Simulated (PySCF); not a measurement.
H10N2Si3, SMILES N[SiH2]N[SiH2][SiH3].

The structure is a stationary point at PBE0-D3(BJ)/def2-SVP. The structure was generated by enumeration, and PubChem lists no compound with its InChIKey, so it may never have been made. Other conformers were not sampled.

Two levels are set side by side: PBE/def2-TZVP (PySCF) and CAM-B3LYP/def2-TZVP (PySCF). Same geometry, gas phase. Differences are taken from unrounded values.

```json
[
 {"quantity": "orbital gap (eV)", "CAM-B3LYP": "9.42", "PBE": "4.98", "PBE minus CAM-B3LYP": "-4.44"},
 {"quantity": "highest occupied level (eV)", "CAM-B3LYP": "-8.49", "PBE": "-5.92", "PBE minus CAM-B3LYP": "2.57"},
 {"quantity": "lowest empty level (eV)", "CAM-B3LYP": "0.93", "PBE": "-0.94", "PBE minus CAM-B3LYP": "-1.87"},
 {"quantity": "dipole moment (D)", "CAM-B3LYP": "1.55", "PBE": "1.68", "PBE minus CAM-B3LYP": "0.13"},
 {"quantity": "mean polarisability (bohr³)", "CAM-B3LYP": "96.5", "PBE": "103.1", "PBE minus CAM-B3LYP": "6.6"}
]
```

PBE's occupied levels lie high since its potential decays too fast outside the molecule; exact exchange lowers them and widens the gap. Loosely held outer electrons make PBE densities more polarisable. Differences between two approximate levels are no errors against the true value.

Rough cost on one machine, each run with all the roots and properties that it gave: CAM-B3LYP against PBE within a factor of 2.
